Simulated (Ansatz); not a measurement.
Consider the atomization: `B[CH2][Al]([CH3])[CH3]` → Al• + B• + 3 C• + 10 H•.

Gas-phase electronic energies from Ansatz, PBE0-D4/def2-TZVP geometries. CBS: MP2 limit from def2 TZ/QZ plus the TZ coupled-cluster correction, frozen cores. This one scheme is used for every species, atoms too. DFT in def2-TZVPP. Open shells (•) are unrestricted, without spin–orbit coupling. Spin–orbit coupling would lower the free atoms: a little for Al, B, C. Each species was taken in one conformer, which may not be the lowest.

CCSD(T)/CBS gives +5472.8 kJ/mol.

(1) Another level gave +5510.5 kJ/mol. Which?
A. PBE/def2-TZVPP
B. MP2/def2-TZVPP
C. PBE-D4/def2-TZVPP
D. ωB97X-V/def2-TZVPP

Largest T1 diagnostic among the species: 0.018.

## Answers

(1) A. PBE 5510.5, ωB97X-V 5488.5, MP2/def2-TZVPP 5401.2, PBE-D4 5536.6 kJ/mol.

In def2-TZVPP, CCSD(T) changes the Hartree–Fock value by +1125.8 kJ/mol (the triples alone add +56.6 kJ/mol) and MP2 by +1164.9 kJ/mol; breaking electron pairs costs correlation energy, which Hartree–Fock lacks. The D4 term adds +41.5 kJ/mol with B3LYP and +22.3 kJ/mol with PBE0; it sums over pairs of atoms, weighted by their polarisabilities, and B3LYP, whose exchange is more repulsive, gets the larger term. From PBE to PBE0 (25 % exact exchange), in def2-TZVPP and without D4, ΔE moves by −35.2 kJ/mol: exact exchange takes away binding that semilocal exchange gives to molecules.

B3LYP here is the variant with VWN-RPA as its local correlation; programs differ in this.

For atomizations the MP2-based limit and the directly extrapolated one differ by several kJ/mol either way, and by 10 to 25 for some Ge, Se and Sn compounds, so smaller differences from it don't rank the levels.
